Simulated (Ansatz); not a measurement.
Reaction (substitution at a C–O bond): `CCCO[SiH3]` + `[AlH2][SH]` → `CCC[S][AlH2]` + `O[SiH3]`

Gas-phase electronic energies from Ansatz, PBE0-D4/def2-TZVP geometries. CCSD(T)/CBS is the MP2 limit (def2-TZVPP, def2-QZVPP) plus CCSD(T) − MP2 in def2-TZVPP, frozen cores. This one scheme is used for every species. DFT in def2-TZVPP. B3LYP here is the variant with VWN-RPA as its local correlation; programs differ in this. Each species was taken in one conformer, which may not be the lowest.

```
             level  ΔE (kJ/mol)  difference from CCSD(T)/CBS
            PBE-D4        -28.5                          0.5
          B3LYP-D4        -22.4                          6.6
           ωB97M-V        -23.8                          5.2
            r2SCAN        -24.4                          4.6
     HF/def2-TZVPP         -8.6                         20.4
    MP2/def2-TZVPP        -32.6                         -3.6
   CCSD/def2-TZVPP        -20.9                          8.1
SCS-MP2/def2-QZVPP        -29.4                         -0.4
      HF/CBS(def2)         -8.5                         20.5
    CCSD/CBS(def2)        -25.9                          3.1
       CCSD(T)/CBS        -29.0                            0
```

Largest T1 diagnostic among the species: 0.011.

In def2-TZVPP, CCSD(T) changes the Hartree–Fock value by −15.4 kJ/mol (the triples alone add −3.1 kJ/mol) and MP2 by −24.0 kJ/mol. The D4 term adds −4.5 kJ/mol with B3LYP and −2.3 kJ/mol with PBE0; it sums over pairs of atoms, weighted by their polarisabilities, and B3LYP, whose exchange is more repulsive, gets the larger term.
